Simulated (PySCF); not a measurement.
BiF2, SMILES [F][Bi][F], multiplicity 2.

Geometry optimised at B3LYP-D3(BJ)/def2-TZVP. The spin state was assumed, not searched. The isomer is the one that the SMILES or the coordinates give; other isomers of the formula were not compared. The def2 effective core potentials stand for the cores of Bi; spin–orbit coupling is left out.

Computed with C-PCM-PBE0/def2-SVP (PySCF).

The values are the electrostatic part of the solvation free energy, E(continuum) − E(gas) at the gas-phase geometry, in a cavity of scaled van der Waals radii (PySCF's table); cavitation and dispersion terms are not included. A continuum can't describe solvent molecules that bind to the metal. The dipole moment in vacuum is 4.37 D.

```
solvent           ε  ΔG(elec) (kcal/mol)  dipole (D)
------------  -----  -------------------  ----------
water         78.36                 -9.7        5.45
acetone       20.49                 -9.2        5.40
acetonitrile  35.69                 -9.5        5.43
```
